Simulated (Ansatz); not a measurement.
Si4Ni⁺: single points at one geometry.

```yaml
crystal:
  periodic: [false, false, false]
  atoms:
    - {symbol: Ni, position_ang: [0.739713, -0.837242, 0.771321]}
    - {symbol: Si, position_ang: [0.117367, 1.393890, 0.201150]}
    - {symbol: Si, position_ang: [-0.855923, -0.561551, -0.971934]}
    - {symbol: Si, position_ang: [-1.423237, -0.093607, 1.259078]}
    - {symbol: Si, position_ang: [1.422069, 0.098510, -1.259615]}
basis:
  gaussian: {orbitals: def2-SVP, initial_orbitals: start.molden}
total_charge: 1
magnetization: {spin_polarized: true, initial_magnetization: 1}
hamiltonian: {xc: pbe, dispersion: d4}
scf: {omitted_lower_state_checks: [starts]}
output: {orbitals: {seedname: orbitals}}
```

The file start.molden holds the orbitals of an earlier run on this structure, at another level or in another basis.

```sh
$ ansatz run in.yaml --threads 4 --pin off --events-out ev --progress --plain --max-ram 8704MiB
```

Output, abridged:

```
Functional definition: PBE
  name "PBE"
  cite "Perdew, Burke & Ernzerhof, Phys. Rev. Lett. 77, 3865 (1996) doi:10.1103/PhysRevLett.77.3865"
  parent pbe
  parameter kappa = 0.804
  parameter beta = 0.06672455060314922
  exchange = pbe_x(kappa = kappa, mu = beta*pi^2/3)
  correlation = pbe_c(beta = beta)
these checks for a lower state are left out or cut short: starts
1176 factors; their error is unknown
mean field evaluation 1: about -72507.6762 eV, gradient 7.5e0 eV
mean field evaluation 2: about -72508.1966 eV, gradient 9.3e-1 eV
mean field evaluation 4: about -72508.1090 eV, gradient 2.1e-1 eV
mean field evaluation 8: about -72508.1099 eV, gradient 7.2e-4 eV
mean field evaluation 16: about -72508.1099 eV, gradient 3.0e-5 eV
mean field -72508.10990801 eV, -2664.6238913572 hartree, gradient 3.7e-6 eV, S^2 0.758902; 0 other end points of the search recorded, 0 dependent functions left out
reference -72508.10994523 eV, -2664.6238927249 hartree; 42, 41 occupied and 61, 62 virtual orbitals, 1176 factors
Total energy: -72508.43891903 eV, -2664.6359822893 hartree
Checks for a lower state left out: starts
```

Run time 5 s (4 threads of Arm Neoverse V1 on a shared host).

The first input with `gaussian: {orbitals: def2-TZVP, initial_orbitals: start.molden}`, `hamiltonian: {xc: r2scan, dispersion: d4}` (abridged; 35 s):

```
Functional definition: r2SCAN
mean field -72543.65581330 eV, -2665.9301792828 hartree, gradient 9.6e-6 eV, S^2 0.774330
Total energy: -72543.71565994 eV, -2665.9323786061 hartree
Checks for a lower state left out: starts
```

First input, but with `gaussian: {orbitals: def2-TZVP, initial_orbitals: start.molden}`, `output: {forces: true, orbitals: {seedname: orbitals}}` (abridged; 7 s):

```
Functional definition: PBE
mean field evaluation 16: about -72525.4260 eV, gradient 1.0e-5 eV
mean field -72525.42596749 eV, -2665.2602448059 hartree, gradient 3.6e-6 eV, S^2 0.759920
Total energy: -72525.75497850 eV, -2665.2723357376 hartree
Atom 0 force     0.207338    -0.227554     0.220349 eV/Å
Atom 1 force    -0.089852    -0.068878    -0.079328 eV/Å
Atom 2 force     0.026189     0.136777     0.012716 eV/Å
Atom 3 force    -0.121477     0.083618    -0.023629 eV/Å
Atom 4 force    -0.022198     0.076037    -0.130108 eV/Å
Dipole moment:    -0.015061     0.016950    -0.015205 e Å
Checks for a lower state left out: starts
```

Geometry: PBE-D4/def2-SVP.

Another isomer (doublet) lies 0.18 eV lower at PBE0-D4/def2-TZVP; other spin states weren't run for this one.
